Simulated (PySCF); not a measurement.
These are PySCF 2.14.0 with PBE-D3(BJ)/def2-TZVP // PBE0-D4/def2-SVP values and carry that method's errors. Gas-phase values, no solvent. One relaxed conformer stands for a flexible species; it need not be the lowest. 

Reference species (SMILES): `[Sn]([O]C)([SiH3])([O]C)[O]C` (neutral, multiplicity 1).

```json
{
  "HOMO–LUMO gap": "3.99 eV",
  "LUMO": "-1.96 eV"
}
```

Changed species: `[SiH3][Sn]([SiH3])([SiH3])[SiH3]` (4 of 4 OCH3 replaced by SiH3; the reference has 1 of 4 OCH3 replaced by SiH3).

Problem. Give the shifts of the HOMO–LUMO gap and LUMO.

Solution. the HOMO–LUMO gap rises by 1.32 eV, to 5.31 eV; the LUMO rises by 0.64 eV, to -1.32 eV.
